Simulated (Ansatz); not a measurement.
The cluster Ag₃H₄. Charge 0, multiplicity 2. Geometry r2SCAN-D4/def2-TZVPD, that of the charge -1 singlet.

```csv
atom,x (Å),y (Å),z (Å)
Ag1,-1.6557,1.5910,1.5905
Ag2,1.6573,-1.6274,-1.5526
Ag3,-0.0037,0.0737,-0.0796
H4,1.6512,-0.2271,-0.4672
H5,1.8753,-2.9054,-2.5685
H6,-1.8646,2.6919,2.7993
H7,-1.6599,0.4033,0.2780
```

In the def2 sets Ag takes a core potential; there is no spin–orbit coupling. The structure comes from a short search, and lower isomers may exist.

Problem. Estimate the α-spin orbital energies around the gap (eV) in Ansatz with PBE-D4/def2-TZVPD, r2SCAN-D4/def2-TZVPD, PBE0-D4/def2-TZVPD.

Solution. 
| orbital | PBE-D4/def2-TZVPD | r2SCAN-D4/def2-TZVPD | PBE0-D4/def2-TZVPD |
| --- | --- | --- | --- |
| HOMO−5 | -8.12 | -8.38 | -9.85 |
| HOMO−4 | -8.08 | -8.33 | -9.75 |
| HOMO−3 | -7.52 | -7.79 | -8.63 |
| HOMO−2 | -7.26 | -7.40 | -8.34 |
| HOMO−1 | -6.72 | -6.95 | -7.91 |
| HOMO | -6.58 | -6.84 | -7.82 |
| LUMO | -2.12 | -1.88 | -1.37 |
| LUMO+1 | -1.86 | -1.58 | -1.14 |
| LUMO+2 | -1.82 | -1.52 | -1.01 |
| LUMO+3 | -0.79 | -0.40 | -0.12 |
| LUMO+4 | -0.39 | 0.03 | 0.34 |
| LUMO+5 | 0.11 | 0.46 | 0.98 |
| β HOMO | -6.27 | -6.28 | -6.50 |
| β LUMO | -6.08 | -6.10 | -5.77 |
